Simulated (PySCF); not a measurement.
ClH₄NO₂Si, SMILES [Si](N)(O)(O)Cl. Atoms are numbered in the order given.

```xyz
9

N      1.7910    -0.3024    -0.1578
Si     0.1232    -0.0224    -0.3382
O     -0.2384     1.3801    -1.1297
O     -0.6250    -1.2054    -1.2022
Cl    -0.6169     0.0646     1.5935
H      2.1325    -0.7294     0.6945
H      2.3552    -0.5537    -0.9617
H      0.1214     2.1860    -0.7476
H     -1.4774    -0.9682    -1.5809
```
Charge 0, spin multiplicity 1.

The structure is a stationary point at PBE0-D3(BJ)/def2-SVP. Other conformers were not sampled.

Two levels are set side by side: PBE/pcSseg-1 (PySCF) and KT2/pcSseg-1 (PySCF). GIAO shifts against H2O (¹⁷O), HCl (³⁵Cl), NH3 (¹⁵N), TMS (²⁹Si), TMS (¹H) at the same level; non-relativistic, no solvent, atoms listed together averaged. Without spin–orbit terms, shifts of atoms bonded to Cl or Br come out too high at both levels. Differences are taken from unrounded values.

```csv
quantity,KT2,PBE,PBE minus KT2
δ(¹⁵N) of N1 (ppm),35.3,37.6,2.3
δ(²⁹Si) of Si2 (ppm),-34.1,-36.6,-2.5
δ(³⁵Cl) of Cl5 (ppm),61.1,61.3,0.2
```

Rough cost on one machine, each run with all the roots and properties that it gave: KT2 against PBE within a factor of 2.
